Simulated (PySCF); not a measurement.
Species: furfuryl mercaptan, C5H6OS.
Atom-mapped SMILES: `[SH:1][CH2:2][c:3]1[cH:4][cH:5][cH:6][o:7]1` (hydrogens: H8 on S1; H9, H10 on C2; H11 on C4; H12 on C5; H13 on C6)

Computed, not measured: PBE0-D3(BJ)/def2-SVP geometry optimisation, gas phase (PySCF 2.14.0).

(1) What internal coordinates does the optimisation give?

Results:

(1) 
| bond | length (Å) | order |
| --- | --- | --- |
| S1–C2 | 1.833 | single |
| C2–C3 | 1.478 | single |
| C3–C4 | 1.366 | aromatic |
| C4–C5 | 1.430 | aromatic |
| C5–C6 | 1.362 | aromatic |
| C6–O7 | 1.350 | aromatic |
| C3–O7 | 1.354 | aromatic |
| S1–H8 | 1.350 | single |
| C2–H9, C2–H10 | 1.099 | single |
| C4–H11 | 1.088 | single |
| C5–H12 | 1.088 | single |
| C6–H13 | 1.087 | single |

Bonds in one row agree within 0.01 Å and their mean is given. Orders are formal, as drawn. A selection of angles:
| angle | degrees |
| --- | --- |
| C2–S1–H8 | 95.5 |
| S1–C2–C3 | 114.2 |
| S1–C2–H9 | 105.2 |
| S1–C2–H10 | 109.1 |
| C3–C2–H9 | 109.4 |
| C3–C2–H10 | 111.0 |
| H9–C2–H10 | 107.6 |
| C2–C3–C4 | 133.6 |
| C2–C3–O7 | 116.7 |
| C4–C3–O7 | 109.7 |
| C3–C4–C5 | 106.3 |
| C3–C4–H11 | 126.1 |
| C5–C4–H11 | 127.6 |
| C4–C5–C6 | 105.9 |
| C4–C5–H12 | 127.6 |
| C6–C5–H12 | 126.6 |
| C5–C6–O7 | 110.3 |
| C5–C6–H13 | 133.4 |
| O7–C6–H13 | 116.2 |
| C3–O7–C6 | 107.8 |

Torsions: S1–C2–C3–C4 -107° (anticlinal); H8–S1–C2–C3 -61° (synclinal). The mirror-image conformer, all signs reversed, is as good.

O7 (furan-type oxygen) is bent (angle 107.8°). The C–C distances run from 1.362 Å (C5–C6, aromatic) to 1.478 Å (C2–C3, drawn single), a spread of 0.116 Å. Of the pairs four or more bonds apart, O7···H8 is among the closest relative to their van der Waals radii: 2.84 Å, 104 % of the sum of Bondi's values. The 5-membered ring C3–C4–C5–C6–O7 has internal angles of 105.9° to 110.3° (sum 540°, against 540° for a flat polygon); it is planar, 0.00 Å rms from its mean plane, widest ring torsion 0°.

Point group: C1 (no symmetry element, even within 0.4 Å). No frequency check. The numbers are those of one conformer (H–S1–C2–C3 -61°, S1–C2–C3–C4 -107°).

The run took 75 s on an Arm Neoverse V1 with one thread, no GPU, shared host with 32 logical CPUs at a one-minute load of 18, and the process peaked at 0.72 GiB of memory. This is the geometry optimisation.
